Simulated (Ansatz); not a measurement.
Cost and result for the atomization energy of `C[NH][SnH2][OH]` (11 atoms, 10 bonds).

```xyz
11

C    -0.092    0.066    1.677
N    -0.304    0.825    0.459
Sn   -0.453   -0.098   -1.322
O     1.136   -1.207   -1.714
H     0.930   -0.314    1.806
H    -0.339    0.674    2.554
H    -0.762   -0.798    1.695
H     0.236    1.678    0.445
H    -0.595    1.125   -2.503
H    -1.687   -1.258   -1.224
H     1.931   -0.694   -1.874
```

Total charge 0; spin multiplicity 1. Correlated methods include outer-core shells of Sn, which these sets cover unevenly. Sn: def2 effective core potential. The geometry is a stationary point of PBE0-D4/def2-TZVP. It is one conformer, not always the lowest. Program: Ansatz. All runs use 4 threads of an Arm Neoverse V1 on a shared host. Times are those of one run each, without the atoms' runs, and a repeat can differ threefold. Electronic energies, without spin–orbit coupling; frozen cores. CCSD(T)/CBS adds CCSD(T) − MP2 in def2-TZVPP to the MP2 limit, and its time is that of the two runs behind it. T1 = 0.013. With those shells the extrapolation isn't a true limit. B3LYP takes the VWN-RPA correlation (the form of Gaussian; ORCA's B3LYP/G).

CCSD(T)/CBS is a level of theory with its own doubt, some kJ/mol a heavy atom from the limit and from the frozen cores, so smaller differences don't rank the functionals.

```tsv
level	functions	atomization (kcal/mol)	difference from CCSD(T)/CBS	per bond
CCSD(T)/CBS(def2)	–	857.1	0.0	0.0
ωB97X-V/def2-TZVPP	241	855.8	-1.3	-0.1
B2PLYP/def2-TZVPP	241	839.8	-17.3	-1.7
ωB97M-V/def2-TZVPP (with forces)	241	851.9	-5.2	-0.5
MP2/def2-QZVPP	463	850.3	-6.8	-0.7
CCSD(T)/def2-TZVPP	241	830.2	-26.9	-2.7
B3LYP-D4/def2-TZVPP (with forces)	241	850.0	-7.1	-0.7
r2SCAN-D4/def2-TZVPP (with forces)	241	846.6	-10.5	-1.1
PBE0-D4/def2-TZVPP	241	843.8	-13.3	-1.3
PBE-D4/def2-TZVPP (with forces)	241	862.4	5.3	0.5
```

Problem. Order the runs by time, with rough figures. (An estimate is asked.)

Solution. Ansatz gave: PBE-D4/def2-TZVPP (with forces) 2.3 s; PBE0-D4/def2-TZVPP 2.6 s; B3LYP-D4/def2-TZVPP (with forces) 3.9 s; r2SCAN-D4/def2-TZVPP (with forces) 4.4 s; B2PLYP/def2-TZVPP 5 s; ωB97X-V/def2-TZVPP 7.5 s; ωB97M-V/def2-TZVPP (with forces) 11 s; MP2/def2-QZVPP 19 s; CCSD(T)/def2-TZVPP 3 min; CCSD(T)/CBS(def2) 3.3 min.

The D4 term adds +7.5 kcal/mol with B3LYP and +4.0 kcal/mol with PBE0; it sums over pairs of atoms, weighted by their polarisabilities, and B3LYP, whose exchange is more repulsive, gets the larger term. In def2-TZVPP, CCSD(T) changes the Hartree–Fock value by +249.7 kcal/mol (the triples alone add +13.5 kcal/mol) and MP2 by +253.6 kcal/mol; breaking electron pairs costs correlation energy, which Hartree–Fock lacks. From PBE to PBE0 (25 % exact exchange), in def2-TZVPP and without D4, the atomization energy moves by −17.9 kcal/mol: exact exchange takes away binding that semilocal exchange gives to molecules.

Spin–orbit coupling would lower the free Sn atoms strongly, and the atomization energy with them, by more than many differences here. For some Ge, Se and Sn compounds the MP2-based and the directly extrapolated limit differ by 10 to 25 kJ/mol.
